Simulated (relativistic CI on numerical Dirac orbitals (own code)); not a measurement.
Ce III: what numerical and physical settings do to a radial Dirac CI calculation

Reference input:

```
atom Ce  Z=58  charge=2  electrons=56
nucleus A=140  rms_radius_fm=4.8771
hamiltonian dirac-coulomb  breit=on  qed=on  c_scale=1
orbitals kli  potential=per-configuration
slater_scale 1
correlation none
mixing on
grid step=0.0125 r_max=86.5
scf mixing=0.4 start=green max_iterations=150 tolerance=2e-08 node_fill=0.05
configurations
  [Xe] 4f2
  [Xe] 4f 6s
  [Xe] 5d2
end
```

Computed lowest total energy -8848.17946 Ha, first excitation 1467.5 cm⁻¹, 36 SCF steps. Runs with settings changed; * marks those that are bad on purpose:

| Changed | Outcome | Lowest level | ΔE (Ha) | First excitation (cm⁻¹) | SCF steps | Message |
| --- | --- | --- | --- | --- | --- | --- |
| SCF tolerance 1e-10, Slater scale 1.2, end of the grid at 259.5 bohr | converged | 4f2 3H_4 | -0.00719 | 1463.3 | 42 |  |
| Slater scale 0.5, node fill of the KLI weights 0.2, nuclear radius 4.3894 fm | converged | 4f2 3H_4 | -0.0486 | 1682.0 | 37 |  |
| SCF mixing 0.9, end of the grid at 129.75 bohr, QED terms off | converged | 4f2 3H_4 | -4.93 | 1458.8 | 29 |  |
| end of the grid at 43.25 bohr | converged | 4f2 3H_4 | -1.27e-11 | 1467.5 | 36 |  |
| configuration list: no such shell * | refused |  |  |  | 0 | configuration [Xe] 2d2: l must be smaller than n |
| iteration limit 1 * | not converged |  |  |  | 1 | SCF of 1s2 2s2 2p6 3s2 3p6 3d10 4s2 4p6 4d10 4f2 5s2 5p6 did not converge |

With so few configurations and no correlation, terms lie too far apart (by 10 to 50 % near neutrality), their order can be wrong, and levels of other configurations are missing.
